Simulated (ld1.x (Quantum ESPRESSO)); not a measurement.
## u(r) = r·R(r): atom against pseudo-atom (tin)

Columns: radius, all-electron u(r) and pseudo u(r) of the 5s shell (level -10.55 eV) of tin in the configuration [Kr] 4d10 5s2 5p2; PBE, scalar-relativistic, TM semilocal scheme, ld1.x (Quantum ESPRESSO) 7.5.

```tsv
r (bohr)	all-electron	pseudo
0.100	-0.1363	0.0536
0.200	0.1727	0.1026
0.300	0.1901	0.1432
0.400	-0.0258	0.1728
0.500	-0.2366	0.1910
0.600	-0.3422	0.2005
0.700	-0.3374	0.2058
0.800	-0.2526	0.2123
0.900	-0.1230	0.2255
1.000	0.0235	0.2506
1.100	0.1682	0.2922
1.200	0.3005	0.3526
1.300	0.4151	0.4291
1.400	0.5100	0.5115
1.500	0.5854	0.5854
1.600	0.6429	0.6429
1.700	0.6843	0.6843
1.800	0.7118	0.7118
1.900	0.7272	0.7272
2.000	0.7327	0.7327
2.100	0.7300	0.7300
2.200	0.7205	0.7205
2.300	0.7057	0.7057
2.400	0.6866	0.6866
2.500	0.6643	0.6643
2.600	0.6396	0.6396
```

Q: How many radial nodes do the two functions have?

A: The all-electron 5s function has n − l − 1 = 4 (the table is too coarse to show those close to the nucleus); the pseudo-wave has 0, since the states of the same l below it are removed with the core.

Q: At about which radius was the pseudo-wave matched?

A: 1.55 bohr, where the columns begin to agree (steps of 0.10 bohr).

Q: Where does each function peak?

A: Outermost all-electron maximum near 2.00 bohr, pseudo maximum near 2.00 bohr (to the table’s step).

Q: Is the pseudo-wave norm-conserving?

A: Yes: the TM semilocal scheme keeps the norm inside the radius equal to the all-electron one, which fixes the energy derivative of the logarithmic derivative at the level.
